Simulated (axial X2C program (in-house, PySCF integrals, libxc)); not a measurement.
# PtGe: from Re and ωe to a spectrum

A bond curve at the PBE0 level, 2c, was computed with an in-house all-electron X2C program for linear molecules (integrals from PySCF) (basis Pt dyall-cv3z [13s14p9d6f4g], Ge dyall-cv3z [9s9p7d4f1g] (cores contracted in-house)) for the state Ω = 0 (closed shell). Its fit gives Re = 2.1565 Å, ωe = 360.7 cm⁻¹, ωexe = 0.682 cm⁻¹ and αe = 1.777e-04 cm⁻¹; the masses are 194.9648 and 73.9212 u. Two-component means X2C with spin–orbit coupling and atomic mean-field Coulomb and Gaunt terms.

Problem. Find the reduced mass, Be and the force constant.

Solution. From the PBE0 values: μ = 53.5990 u. Be = 16.8576/(μ Re²) = 0.06763 cm⁻¹. k = 5.8918×10⁻⁷ μ ωe² = 4.11 mdyn/Å.

Problem. Where do the fundamental and the first overtone lie?

Solution. ν(1←0) = ωe − 2ωexe = 359.3 cm⁻¹; ν(2←0) = 2ωe − 6ωexe = 717.3 cm⁻¹.

Problem. Estimate the centrifugal constant by the Kratzer relation.

Solution. D = 4Be³/ωe² = 9.51e-09 cm⁻¹.

Problem. A Morse curve ties αe to the other constants (Pekeris). How well does that hold?

Solution. αe(Morse) = 6Be²/ωe × (√(ωexe/Be) − 1) = 1.655e-04 cm⁻¹; the PBE0 curve gives 1.777e-04 cm⁻¹, a ratio of 0.93.

Problem. The dipole moment p changes by 2.13 D/Å at Re. What harmonic infrared intensity follows?

Solution. I = 42.256 × (dp/dR)²/μ = 3.6 km/mol.

Occupations by symmetry block were frozen at the best pattern of an incomplete PBE0 search.
